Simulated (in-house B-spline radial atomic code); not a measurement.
Solving the quasi-particle equation for 1s of B³⁺

Configuration 1s2, start PBE, empty levels kept to 320 hartree. Computed with an all-electron radial atomic-structure program (B-spline basis): all electrons, non-relativistic, point nucleus, each spin shell either full or empty, empty states to l = 9 with an (l + 1/2)⁻⁴ tail; G0W0 by contour deformation at full frequency.

Relativity, left out, deepens the 1s level by about Z⁴α²/8 hartree.

At the mean-field level ε = -231.316 eV the matrix elements are Σx = -78.636 eV, v_xc = -50.152 eV and Σc(ε) = 0.56 eV, and the slope of the correlation self-energy is dΣc/dω = -0.0122. The quasi-particle energy solves E = ε + Σx − v_xc + Σc(E).

**Question.** What does the linearised equation give?

**Answer.** Z = 1/(1 − dΣc/dω) = 1/1.0122 = 0.9879. The first-order shift is Σx − v_xc + Σc(ε) = -78.636 − (-50.152) + (0.56) = -27.924 eV, so E ≈ ε + Z × shift = -231.316 + 0.9879 × (-27.924) = -258.902 eV.

**Question.** How does that compare with the full solution and with static screening?

**Answer.** Solving the equation at full frequency dependence gives E = -258.869 eV, where Σc = 0.931 eV and the weight is 0.985; the linearised value is off by 33 meV. Leaving Z out would give -259.240 eV. Static COHSEX puts -2.288 eV in place of Σc and gives -262.088 eV, 3.22 eV deeper.
